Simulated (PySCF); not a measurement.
A structure optimised at PBE0-D3(BJ)/def2-SVP, used in a PySCF frequency run:

```xyz
10

C      0.3849     3.1599     0.0000
C      0.6586     1.9766     0.0000
C      1.0127     0.6088     0.0000
C      0.1069    -0.3991     0.0000
Cl     0.6592    -2.0434     0.0000
C     -1.2990    -0.2273     0.0000
C     -2.5046    -0.0933     0.0000
H      0.1342     4.2046     0.0000
H      2.0752     0.3478     0.0000
H     -3.5721     0.0313     0.0000
```

Write its SMILES, formula and point group.

C#C/C=C(/Cl)C#C, C₆H₃Cl, Cs

What are its rotational constants (standard atomic weights)?

3.4241, 1.4888, 1.0377 GHz
